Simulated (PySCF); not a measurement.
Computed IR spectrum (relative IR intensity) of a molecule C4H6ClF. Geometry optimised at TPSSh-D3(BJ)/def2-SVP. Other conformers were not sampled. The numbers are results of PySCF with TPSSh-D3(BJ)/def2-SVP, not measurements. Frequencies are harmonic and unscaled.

| ν (cm⁻¹) | relative intensity |
|---|---|
| 44 | 4.8 |
| 143 | 3.6 |
| 370 | 9.8 |
| 411 | 2.9 |
| 613 | 13 |
| 723 | 71 |
| 739 | 49 |
| 879 | 23 |
| 937 | 4.4 |
| 956 | 15 |
| 1089 | 100 |
| 1112 | 60 |
| 1146 | 62 |
| 1304 | 22 |
| 1351 | 14 |
| 1374 | 27 |
| 1397 | 21 |
| 1477 | 4.7 |
| 1486 | 5.4 |
| 1699 | 49 |
| 3043 | 21 |
| 3055 | 22 |
| 3139 | 26 |
| 3142 | 19 |
| 3228 | 4.4 |

Problem. Pick the molecule that these values belong to.
A. C=CC[C@H](F)Cl
B. CC(C)=C(F)Cl
C. C[C@@H](F)/C=C\Cl
D. FC1(CCl)CC1

Solution. C, C[C@@H](F)/C=C\Cl
